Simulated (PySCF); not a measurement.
C3H5BO. Atoms are numbered in the order given.

```xyz
10

B     -0.4445    -0.1005     0.0249
C      1.0323     0.3072    -0.1897
C      2.2066     0.6305    -0.3604
H      3.2412     0.9126    -0.5061
C     -0.9070    -0.9009     1.2971
H     -1.9931    -1.1162     1.2923
H     -0.6567    -0.3362     2.2208
H     -0.3502    -1.8591     1.3757
O     -1.3789     0.2431    -0.9165
H     -0.9784     0.7353    -1.6575
```

Coordinates come from a PBE-D3(BJ)/def2-SVP optimisation. This is a generated structure with no PubChem entry under its InChIKey; it may be hypothetical. Other conformers were not sampled.

Calculation: PBE/def2-TZVP (PySCF).

Gas-phase values at a fixed geometry.

```yaml
total_energy: -217.20901 hartree
highest_occupied_level: -6.90 eV
lowest_empty_level: -1.97 eV
orbital_gap: 4.93 eV
dipole_moment: 0.289 e·Å
quadrupole, principal values (traceless, Buckingham form, about the centre of nuclear charge): -3.27, -0.72, 3.99 D·Å
mean_static_polarisability: 53.6 bohr³ (7.95 Å³)
polarisability_principal_values: 36.9, 49.5, 74.5 bohr³
```
